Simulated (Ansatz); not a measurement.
This geometry of Cl₂GaH₃S (7 atoms, charge 0, multiplicity 1) is a first-order saddle point.

Computed with RKS CAM-B3LYP-D4/def2-SVP in Ansatz 0.2.0.

```xyz
7
Properties=species:S:1:pos:R:3
Ga -0.041 -0.373 -0.153
H -0.059 -0.043 1.547
Cl 1.592 0.622 -1.099
Cl -2.029 -0.344 -0.941
S 0.554 -2.513 0.721
H -0.734 -2.918 0.778
H 0.216 -1.097 1.561
```

Question: Which two structures does it join? (They come from a converged band through this point; their orientation in space is the band's.)

Answer: Bonds broken: Ga1–H2, S5–H7. Bonds formed: H2–H7. Cl2GaH3S becomes Cl2GaHS + H2.

Image 0:

```xyz
7
Properties=species:S:1:pos:R:3
Ga 0.036 0.132 0.231
H 0.477 1.075 1.376
Cl 1.378 -0.334 -1.408
Cl -2.057 -0.015 -0.325
S 0.166 -2.244 1.330
H 0.625 -2.778 0.178
H -1.126 -2.501 1.032
```

Image 10:

```xyz
7
Properties=species:S:1:pos:R:3
Ga 0.065 -0.900 -0.495
H -0.205 0.459 1.948
Cl 1.547 0.518 -1.059
Cl -1.981 -0.403 -0.834
S 0.646 -2.852 0.280
H -0.633 -3.269 0.395
H 0.061 -0.219 2.178
```

Question: How far does it lie above each of them?

Answer: 1.30 eV above the first and 1.29 eV above the second. This is the barrier of this one path; another mechanism may lie lower. The orbitals stay closed-shell, which can raise the energy where a bond breaks towards radicals; this wasn't checked here.

The run took 3.5 min on 4 threads of Arm Neoverse V2, on a shared host, peak memory 0.3 GiB.
